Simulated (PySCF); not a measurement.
## Radial density of Nb (niobium, neutral)

MN15, [Kr] 4d4 5s1, high-spin 6D determinant. Computed with PySCF 2.14 in cc-pVDZ-PP with ECP28MDF, with a scalar-relativistic core potential. This is the valence pseudo-density: the core potential removes the inner electrons and smooths the orbitals near the nucleus.

```tsv
r (bohr)	4πr²ρ (e/bohr)	4πr²(ρα − ρβ)
0.0504	2.355e-05	0.0000
0.0847	8.060e-05	0.0000
0.143	0.0004994	0.0001
0.240	0.006650	0.0014
0.403	0.1734	0.0283
0.678	3.406	0.3732
1.14	9.698	1.5712
1.92	3.916	1.9131
3.23	0.9879	0.9419
5.43	0.1504	0.1503
9.13	0.003534	0.0035
```

Energies and moments cover only the electrons outside the core potential.
